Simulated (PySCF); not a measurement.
## Variants of one PySCF input: C

Base input, run as `OMP_NUM_THREADS=1 python input.py` with PySCF 2.14:

```python
from pyscf import gto, dft

mol = gto.M(
    atom='C 0 0 0',
    basis='cc-pvtz-dk',
    charge=0,
    spin=2,
    verbose=3,
)
mf = dft.UKS(mol, xc='lc_wpbe')
mf = mf.sfx2c1e()
mf.kernel()
mf.stability(internal=True, external=True)
mf.dip_moment()
print('orbital energies (hartree):', [e[max(0, n-3):n+3].round(4) for e, n in zip(mf.mo_energy, mol.nelec)])
```

Base result: E(SCF) = -37.836736 Eh, ⟨S²⟩ = 2.003, internal stable; real -> complex stable. No search for the lowest solution was made.

Run time: 4.6 s on 1 thread of Intel Xeon Platinum 8488C (shared host), peak memory 0.16 GiB.

Each row names what differs from the base; energies in brackets are changes from the base.

| change | result | wall time (s) |
| --- | --- | --- |
| functional: lc_wpbe → 0.5*hf+0.5*b88,lyp | E(SCF) = -37.862084 Eh, ⟨S²⟩ = 2.004, internal stable; real -> complex stable | 2.9 |
| functional: lc_wpbe → o3lyp | E(SCF) = -37.859032 Eh, ⟨S²⟩ = 2.004, internal unstable; real -> complex stable | 2.6 |
| charge: 0 → -1; spin (2S): 2 → 1 [another spin of the ion may lie lower] [no diffuse functions for the anion] | E(SCF) = -37.800478 Eh (+0.9866 eV), ⟨S²⟩ = 0.753, internal unstable; real -> complex unstable | 4.9 |
| integration grid: default → 6 | E(SCF) = -37.836734 Eh (+0.0000 eV), ⟨S²⟩ = 2.003, internal stable; real -> complex stable | 15 |
| step after the SCF: stability → tddft; number of roots: default → 4 | E(SCF) = -37.836736 Eh (+0.0000 eV), ⟨S²⟩ = 2.003, first excitations without spin–orbit coupling 0.01, 5.27, 8.62, 8.62 eV | 6 |
| Cartesian functions: off → on | E(SCF) = -37.837057 Eh (-0.0087 eV), ⟨S²⟩ = 2.003, internal stable; real -> complex stable | 4.2 |
| step after the SCF: stability → polarizability | E(SCF) = -37.836736 Eh (+0.0000 eV), ⟨S²⟩ = 2.003, α(xx, yy, zz) = 8.8, 8.9, 8.8 bohr³ | 2.4 |
| basis set: cc-pvtz-dk → x2c-svpall | E(SCF) = -37.793731 Eh (+1.1702 eV), ⟨S²⟩ = 2.002, internal stable; real -> complex stable | 2.1 |
| functional: lc_wpbe → b3lyp5 | E(SCF) = -37.852635 Eh, ⟨S²⟩ = 2.003, internal stable; real -> complex stable | 2.5 |
| electric field along z (a.u.): none → 0.01 | E(SCF) = -37.837169 Eh (-0.0118 eV), ⟨S²⟩ = 2.003, internal unstable; real -> complex stable | 4.5 |
| step after the SCF: stability → tda; number of roots: default → 4 | E(SCF) = -37.836736 Eh (+0.0000 eV), ⟨S²⟩ = 2.003, first excitations without spin–orbit coupling 0.19, 0.19, 5.85, 8.83 eV | 3 |
| functional: lc_wpbe → lda,vwn | E(SCF) = -37.481816 Eh, ⟨S²⟩ = 2.002, internal stable; real -> complex stable | 2.6 |
| functional: lc_wpbe → pbe | E(SCF) = -37.810375 Eh, ⟨S²⟩ = 2.003, internal stable; real -> complex stable | 2.6 |
| basis set: cc-pvtz-dk → lanl2dz; spin-free X2C: on → off | E(SCF) = -37.816126 Eh, ⟨S²⟩ = 2.000, internal stable; real -> complex stable | 2 |
| density fitting: none → cc-pvdz-jkfit | E(SCF) = -37.836740 Eh (-0.0001 eV), ⟨S²⟩ = 2.003, internal stable; real -> complex stable | 4.3 |
| step after the SCF: stability → ccsd; SCF type: UKS → UHF; functional: lc_wpbe → none (Hartree–Fock); frozen orbitals: default → 0 | E(SCF) = -37.706518 Eh, E(CCSD) − E(SCF) = -0.09579 Eh, ⟨S²⟩ = 2.009 | 1.2 |
| basis set: cc-pvtz-dk → cc-pcvtz; spin-free X2C: on → off | E(SCF) = -37.822430 Eh, ⟨S²⟩ = 2.003, internal stable; real -> complex stable | 5.9 |
| integration grid: default → 5 | E(SCF) = -37.836730 Eh (+0.0002 eV), ⟨S²⟩ = 2.003, internal stable; real -> complex stable | 11 |
| functional: lc_wpbe → m062x | E(SCF) = -37.858207 Eh, ⟨S²⟩ = 2.003, internal stable; real -> complex unstable | 5.7 |

Order these changes by how far they move the SCF energy from the base, largest first: (1) Cartesian functions: off → on; (2) density fitting: none → cc-pvdz-jkfit; (3) electric field along z (a.u.): none → 0.01; (4) integration grid: default → 5.

(3) -0.0118 eV, (1) -0.0087 eV, (4) +0.0002 eV, (2) -0.0001 eV.
